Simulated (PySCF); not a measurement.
**Electron correlation in B⁺ (boron, charge +1)**

[He] 2s2, closed-shell 1S. Calculation: PySCF 2.14, in aug-cc-pVTZ (5s4p3d2f, 46 functions); the non-relativistic Hamiltonian (point nucleus). Frozen: 1s2; 2 electrons correlated.

With two correlated electrons CCSD is exact within the correlated space (frozen core and kept virtual orbitals).

```
level  correlation energy (mhartree)
 CCSD                         -59.81
```

Diagnostics: T1 = 0.012, D1 = 0.0169, largest double amplitude 0.150.

Cost of the coupled-cluster step: of the order of 0.14 core-seconds, for 2 correlated electrons.

Iterations:

```
CC2 = 0
CCSD nocc = 1, nmo = 45
frozen orbitals [0]
max_cycle = 100
direct = 0
conv_tol = 1e-08
conv_tol_normt = 1e-06
diis_space = 8
diis_start_cycle = 0
Init t2, MP2 energy = -24.2728204713589  E_corr(MP2) -0.0360047712727574
Init E_corr(CCSD) = -0.0360047712738514
cycle = 1  E_corr(CCSD) = -0.0475232383258512  dE = -0.0115184671  norm(t1,t2) = 0.0640157
cycle = 2  E_corr(CCSD) = -0.053225991038369  dE = -0.00570275271  norm(t1,t2) = 0.0347918
cycle = 3  E_corr(CCSD) = -0.0599265395938582  dE = -0.00670054856  norm(t1,t2) = 0.0190949
cycle = 4  E_corr(CCSD) = -0.0597687133957475  dE = 0.000157826198  norm(t1,t2) = 0.000457479
cycle = 5  E_corr(CCSD) = -0.0598417210347797  dE = -7.3007639e-05  norm(t1,t2) = 0.000148347
cycle = 6  E_corr(CCSD) = -0.0598151836803595  dE = 2.65373544e-05  norm(t1,t2) = 8.65374e-05
cycle = 7  E_corr(CCSD) = -0.0598107463939579  dE = 4.4372864e-06  norm(t1,t2) = 1.1919e-05
cycle = 8  E_corr(CCSD) = -0.0598111862807681  dE = -4.3988681e-07  norm(t1,t2) = 9.25694e-07
cycle = 9  E_corr(CCSD) = -0.0598111140585064  dE = 7.22222617e-08  norm(t1,t2) = 3.81823e-07
cycle = 10  E_corr(CCSD) = -0.0598110550207916  dE = 5.90377148e-08  norm(t1,t2) = 1.7105e-07
cycle = 11  E_corr(CCSD) = -0.0598110557866755  dE = -7.65883856e-10  norm(t1,t2) = 4.11584e-09
CCSD converged
E(CCSD) = -24.29662675587279  E_corr = -0.05981105578667549
```
